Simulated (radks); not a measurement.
Mo26+, 16 electrons, occupied as [Ne] 3s2 3p4.

All-electron calculation, non-relativistic Kohn-Sham, LB94 model potential, spin-polarised, spherical densities, point nucleus; open shells are filled with parallel spins first (spin-orbit coupling, left out, can overturn this in heavy ions); relativity is left out, which matters for an element this heavy. Program: a radial shooting solver on a logarithmic mesh with Libxc functionals.

Energy parts (eV):
| part | energy |
|---|---|
| kinetic | 95886.407 |
| electron-nucleus | -206730.244 |
| Hartree | 17322.686 |
(The LB94 potential has no energy functional, so no total or exchange-correlation energy is given.)

Orbitals (lengths in bohr, moments of r in powers of bohr; <r^-3> diverges for s and p1/2; r(max) is where P^2 peaks):
\begin{tabular}{lrrrrrr}
orbital & occ. & eigenvalue (eV) & r(max) & <r^-3> & <r^4> & <1/r> \\ \hline
1s up & 1 & -20667.15 & 0.02401 & - & 7.820e-06 & 41.52 \\
1s down & 1 & -20667.38 & 0.02401 & - & 7.816e-06 & 41.52 \\
2s up & 1 & -3917.257 & 0.1335 & - & 0.001384 & 9.468 \\
2s down & 1 & -3916.612 & 0.1336 & - & 0.001386 & 9.456 \\
2p up & 3 & -3717.729 & 0.1049 & 2367 & 0.0009191 & 9.453 \\
2p down & 3 & -3715.407 & 0.1050 & 2363 & 0.0009220 & 9.444 \\
3s up & 1 & -1452.331 & 0.3661 & - & 0.04349 & 3.728 \\
3s down & 1 & -1445.378 & 0.3656 & - & 0.04348 & 3.737 \\
3p up & 3 & -1380.910 & 0.3484 & 535.7 & 0.03971 & 3.687 \\
3p down & 1 & -1374.838 & 0.3476 & 541.7 & 0.03959 & 3.701 \\
3d up & 0 & -1270.525 & 0.2761 & 88.61 & 0.02680 & 3.590 \\
3d down & 0 & -1267.760 & 0.2741 & 89.56 & 0.02641 & 3.605 \\
4s up & 0 & -755.8672 & 0.7402 & - & 0.5087 & 1.979 \\
4s down & 0 & -752.7405 & 0.7414 & - & 0.5132 & 1.976 \\
\end{tabular}

The highest occupied level is 3p down at -1374.8 eV. The density falls to 0.001 e/bohr^3 at r = 1.04 bohr. Spin moment in Bohr magnetons: 2. For comparison, the ionisation energy in NIST's Atomic Spectra Database is 1385 eV (semi-empirical). In exact Kohn-Sham theory the highest level is minus the ionisation energy, but local and semilocal functionals leave it too shallow, through self-interaction and a potential that decays too fast; potentials with the right tail come closer.
